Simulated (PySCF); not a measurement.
# Sb⁺ (antimony, charge +1) across methods

[Kr] 4d10 5s2 5p1 6s1, high-spin 3P determinant (an excited configuration). Computed with PySCF 2.14 in aug-cc-pVQZ-PP with ECP28MDF (7s7p5d3f2g, 92 functions), with a scalar-relativistic core potential. The B2PLYP total includes its PT2 part (frozen core); its orbital energies are those of the SCF part.

```json
{"method": "LC-wPBE", "E (hartree)": "-239.5967", "mean ε 5s β (eV)": "-27.218", "mean ε 5p α (eV)": "-19.072", "mean ε 6s α (eV)": "-8.178", "Σ⟨r²⟩ (bohr²)": "67.61", "⟨S²⟩": "2.004"}
{"method": "PBE", "E (hartree)": "-239.5804", "mean ε 5s β (eV)": "-23.384", "mean ε 5p α (eV)": "-15.151", "mean ε 6s α (eV)": "-6.596", "Σ⟨r²⟩ (bohr²)": "66.03", "⟨S²⟩": "2.001"}
{"method": "TPSSh", "E (hartree)": "-239.4961", "mean ε 5s β (eV)": "-23.619", "mean ε 5p α (eV)": "-15.690", "mean ε 6s α (eV)": "-6.684", "Σ⟨r²⟩ (bohr²)": "66.18", "⟨S²⟩": "2.002"}
{"method": "LDA", "E (hartree)": "-239.2007", "mean ε 5s β (eV)": "-23.896", "mean ε 5p α (eV)": "-15.261", "mean ε 6s α (eV)": "-6.628", "Σ⟨r²⟩ (bohr²)": "66.04", "⟨S²⟩": "2.001"}
{"method": "UHF", "E (hartree)": "-238.65761", "mean ε 5s β (eV)": "-26.289", "mean ε 5p α (eV)": "-19.229", "mean ε 6s α (eV)": "-7.716", "Σ⟨r²⟩ (bohr²)": "70.30", "⟨S²⟩": "2.009"}
{"method": "B2PLYP", "E (hartree)": "-239.3082", "mean ε 5s β (eV)": "-25.285", "mean ε 5p α (eV)": "-17.305", "mean ε 6s α (eV)": "-7.137", "Σ⟨r²⟩ (bohr²)": "68.11", "⟨S²⟩": "2.004"}
{"method": "PBE0", "E (hartree)": "-239.5865", "mean ε 5s β (eV)": "-24.374", "mean ε 5p α (eV)": "-16.327", "mean ε 6s α (eV)": "-6.974", "Σ⟨r²⟩ (bohr²)": "66.70", "⟨S²⟩": "2.003"}
{"method": "r2SCAN", "E (hartree)": "-239.6606", "mean ε 5s β (eV)": "-23.581", "mean ε 5p α (eV)": "-15.535", "mean ε 6s α (eV)": "-6.553", "Σ⟨r²⟩ (bohr²)": "66.30", "⟨S²⟩": "2.004"}
```

Energies and moments cover only the electrons outside the core potential. The outer electron is Rydberg-like, and this basis confines it to a smaller radius and binds it less than a complete one would.
